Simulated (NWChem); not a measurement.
# C$_{2}$H$_{4}$BF$_{2}$N; SMILES C/C=N/B(F)F

```xyz
10

C     -0.5831     2.3620     0.0000
C      0.6478     1.5127     0.0000
N      0.6895     0.2611     0.0000
B      0.0238    -0.9620     0.0000
F     -0.2613    -1.5917     1.1350
F     -0.2613    -1.5917    -1.1350
H     -1.4963     1.7519     0.0000
H     -0.5820     3.0223    -0.8828
H     -0.5820     3.0223     0.8828
H      1.6034     2.0750     0.0000
```
Atoms are numbered in this order, from 1.

Coordinates come from a PBE0/def2-SVP optimisation.

Question: Give the principal values of the shielding tensors (ppm) of C1, C2, N3, B4, F5 from KT2/pcSseg-1, GIAO (NWChem), with their diamagnetic and paramagnetic parts as GIAO splits them.

Answer: 
```json
[
 {"atom": "C1", "σ11": "131.6", "σ22": "133.1", "σ33": "185.7", "isotropic": "150.2", "diamagnetic": "251.0", "paramagnetic": "-100.9"},
 {"atom": "C2", "σ11": "-52.2", "σ22": "3.6", "σ33": "126.5", "isotropic": "26.0", "diamagnetic": "254.8", "paramagnetic": "-228.8"},
 {"atom": "N3", "σ11": "-320.3", "σ22": "-97.2", "σ33": "167.7", "isotropic": "-83.3", "diamagnetic": "327.6", "paramagnetic": "-410.9"},
 {"atom": "B4", "σ11": "79.6", "σ22": "80.3", "σ33": "90.7", "isotropic": "83.5", "diamagnetic": "200.5", "paramagnetic": "-116.9"},
 {"atom": "F5", "σ11": "210.9", "σ22": "294.4", "σ33": "357.4", "isotropic": "287.5", "diamagnetic": "471.7", "paramagnetic": "-184.1"}
]
```
